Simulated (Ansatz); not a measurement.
`[AlH2][CH2]C(Cl)Cl`, relaxed with RKS PBE0-D4/def2-TZVP in the Gaussian-basis code of Ansatz from a PBE-D4/def2-SVP geometry. The force threshold is 0.005 eV/Å; the program also tests the step.

Charge 0, multiplicity 1.

Start:

```xyz
10

Al   -0.328   -1.379   -0.708
C    -0.715    0.495   -0.045
C     0.640    0.867    0.447
Cl    0.758    1.999    1.818
Cl    1.481   -0.797    0.975
H     0.492   -1.505   -2.078
H    -1.166   -2.591   -0.090
H    -1.067    1.245   -0.783
H    -1.435    0.450    0.798
H     1.340    1.216   -0.333
```

```json
{"step": "1", "energy (eV)": "-33785.5289", "largest force (eV/Å)": "0.528", "largest move (Å)": "0.000"}
{"step": "2", "energy (eV)": "-33785.5685", "largest force (eV/Å)": "0.355", "largest move (Å)": "0.030"}
{"step": "3", "energy (eV)": "-33785.5792", "largest force (eV/Å)": "0.160", "largest move (Å)": "0.021"}
{"step": "4", "energy (eV)": "-33785.5817", "largest force (eV/Å)": "0.109", "largest move (Å)": "0.013"}
{"step": "5", "energy (eV)": "-33785.5822", "largest force (eV/Å)": "0.141", "largest move (Å)": "0.025"}
{"step": "6", "energy (eV)": "-33785.5831", "largest force (eV/Å)": "0.062", "largest move (Å)": "0.031"}
{"step": "7", "energy (eV)": "-33785.5835", "largest force (eV/Å)": "0.024", "largest move (Å)": "0.010"}
{"step": "8", "energy (eV)": "-33785.5835", "largest force (eV/Å)": "0.006", "largest move (Å)": "0.004"}
{"step": "9", "energy (eV)": "-33785.5835", "largest force (eV/Å)": "0.001", "largest move (Å)": "0.002"}
```

End:

```xyz
10

Al   -0.344   -1.361   -0.717
C    -0.713    0.487   -0.042
C     0.650    0.839    0.443
Cl    0.769    2.003    1.769
Cl    1.431   -0.756    0.989
H     0.514   -1.488   -2.047
H    -1.156   -2.581   -0.117
H    -1.068    1.248   -0.739
H    -1.406    0.428    0.801
H     1.324    1.181   -0.339
```

Run time 40 s (4 threads of an Arm Neoverse V1 on a shared host); peak host memory 0.61 GiB.
